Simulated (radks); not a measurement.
Species: the rhenium ion Re13+. Configuration: [Kr] 4d10 4f14 5s2.

Calculated with a radial shooting solver on a logarithmic mesh with Libxc functionals: scalar-relativistic Kohn-Sham, PBEsol, spin-polarised, spherical densities, finite nucleus; Fermi nuclear charge, rms radius 5.3698 fm.

Energy parts (eV):
| part | energy |
|---|---|
| total | -452529.93 |
| kinetic | 499974.71 |
| electron-nucleus | -1104969.91 |
| Hartree | 161097.21 |
| exchange-correlation | -8631.94 |

Orbitals (lengths in bohr, moments of r in powers of bohr; <r^-3> diverges for s and p1/2):
| orbital | occ. | eigenvalue (eV) | <r^4> | <1/r> | <r^-3> |
|---|---|---|---|---|---|
| 1s | 2 | -71861.17 | 5.464e-07 | 88.69 | - |
| 2s | 2 | -12663.40 | 0.00008171 | 20.76 | - |
| 2p | 6 | -11087.42 | 0.00006450 | 18.75 | 20800 |
| 3s | 2 | -3115.759 | 0.002991 | 7.691 | - |
| 3p | 6 | -2650.738 | 0.003228 | 7.088 | 4666 |
| 3d | 10 | -2122.824 | 0.002488 | 6.694 | 596.3 |
| 4s | 2 | -838.3517 | 0.06917 | 3.277 | - |
| 4p | 6 | -685.5394 | 0.09150 | 2.977 | 1095 |
| 4d | 10 | -493.3682 | 0.1287 | 2.661 | 120.9 |
| 4f | 14 | -278.2517 | 0.2526 | 2.238 | 22.31 |
| 5s | 2 | -305.7606 | 1.392 | 1.427 | - |

The highest occupied level is 4f at -278.25 eV. The electron density at the nucleus is 1.647e+06 e/bohr^3 (large components only). For comparison, the ionisation energy in NIST's Atomic Spectra Database is 291 eV (theoretical). In exact Kohn-Sham theory the highest level is minus the ionisation energy, but local and semilocal functionals leave it too shallow, through self-interaction and a potential that decays too fast; potentials with the right tail come closer. The density falls to 0.001 e/bohr^3 at r = 1.96 bohr.
